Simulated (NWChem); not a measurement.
Relativistic effects in PbS

```
Pb
S 1 2.3407
```
Charge 0, spin multiplicity 1.

Program: NWChem. Structure: optimised with PBE/def2-SVP with def2 effective core potentials on Pb, a minimum by its harmonic frequencies.

Functional PBE0, all-electron basis x2c-SVPall-2c, contracted for the X2C Hamiltonian and used here with ZORA. The ion keeps the geometry and has multiplicity 2 in the scalar run; the spin-orbit run starts from the same electron counts.

Costs are rough ratios of processor time within this set of runs, SCF included, with scalar ZORA as 1.

The structure started from a generated list of species. No SCF solution was tested for a lower state.

| Hamiltonian | ΔSCF ionisation energy (eV) | HOMO (eV) | LUMO (eV) | gap (eV) | relative cost |
|---|---|---|---|---|---|
| scalar ZORA | 8.84 | -6.84 | -2.45 | 4.39 | 1 |
| spin-orbit ZORA | 8.89 | -6.86 | -2.83 | 4.03 | under 3 |

From scalar ZORA to spin-orbit ZORA the ionisation energy goes up by 0.05 eV.
